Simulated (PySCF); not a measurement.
Electron correlation in In⁺ (indium, charge +1)

[Kr] 4d10 5s2, closed-shell 1S. Calculation: PySCF 2.14, in cc-pVDZ-PP with ECP28MDF (4s3p2d, 23 functions); scalar relativity through the core potential. Frozen: 4s2 4p6 4d10; 2 electrons correlated.

Total MP2 correlation energy: -20.70 mhartree.

Same-spin part 0.00 and opposite-spin part -20.70 mhartree; SCS-MP2 scales them by 1/3 and 6/5 to -24.84 mhartree.

With two correlated electrons CCSD is exact within the correlated space (frozen core and kept virtual orbitals).

```tsv
level	correlation energy (mhartree)
CCSD	-31.50
```

Diagnostics: T1 = 0.0038, D1 = 0.0054, largest double amplitude 0.099.

Cost of the coupled-cluster step: 0.02 s of wall time on 1 thread of Intel(R) Xeon(R) 6975P-C (shared host), for 2 correlated electrons.

Iterations:

```
CC2 = 0
CCSD nocc = 1, nmo = 14
frozen orbitals [0, 1, 2, 3, 4, 5, 6, 7, 8]
max_cycle = 100
direct = 0
conv_tol = 1e-08
conv_tol_normt = 1e-06
diis_space = 8
diis_start_cycle = 0
Init t2, MP2 energy = -189.034607075153  E_corr(MP2) -0.0207035067050124
Init E_corr(CCSD) = -0.0207035067050477
cycle = 1  E_corr(CCSD) = -0.0274667204539024  dE = -0.00676321375  norm(t1,t2) = 0.0453274
cycle = 2  E_corr(CCSD) = -0.0298711051082962  dE = -0.00240438465  norm(t1,t2) = 0.0188634
cycle = 3  E_corr(CCSD) = -0.0315328702294444  dE = -0.00166176512  norm(t1,t2) = 0.00833728
cycle = 4  E_corr(CCSD) = -0.031504802693087  dE = 2.80675364e-05  norm(t1,t2) = 0.000421671
cycle = 5  E_corr(CCSD) = -0.0315064401100621  dE = -1.63741698e-06  norm(t1,t2) = 4.04023e-05
cycle = 6  E_corr(CCSD) = -0.0315043502874591  dE = 2.0898226e-06  norm(t1,t2) = 8.28071e-06
cycle = 7  E_corr(CCSD) = -0.031504943321287  dE = -5.93033828e-07  norm(t1,t2) = 2.46445e-06
cycle = 8  E_corr(CCSD) = -0.0315048461928683  dE = 9.71284186e-08  norm(t1,t2) = 5.11403e-07
cycle = 9  E_corr(CCSD) = -0.0315048430286464  dE = 3.16422193e-09  norm(t1,t2) = 3.82414e-08
CCSD converged
E(CCSD) = -189.0454084114768  E_corr = -0.03150484302864642
```
